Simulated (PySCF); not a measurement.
Cartesian coordinates (Å):
```xyz
13

Nb    -0.3166    -0.1283    -0.2899
O     -1.5098    -0.7479    -1.6640
H     -1.6338    -0.3613    -2.5477
O     -0.6696    -1.4089     1.0785
H     -0.3959    -1.6339     1.9824
O      0.3513     1.3444    -1.3462
H      1.0112     2.0282    -1.1443
N      1.5911    -0.7708    -0.2589
H      1.9348    -1.5565     0.3002
H      2.3492    -0.3698    -0.8175
N     -0.9353     1.2811     1.0074
H     -1.3262     1.0916     1.9345
H     -0.9233     2.2876     0.8223
```
Charge 0, multiplicity 1.

What is the computed HOMO–LUMO gap, charge on the central atom (Mulliken) and HOMO (PBE-D3(BJ)/def2-TZVP // PBE-D3(BJ)/def2-SVP (PySCF))?


| Property | Result |
|---|---|
| HOMO–LUMO gap | 3.23 eV |
| charge on the central atom (Mulliken) | 1.63 e |
| HOMO | -5.43 eV |
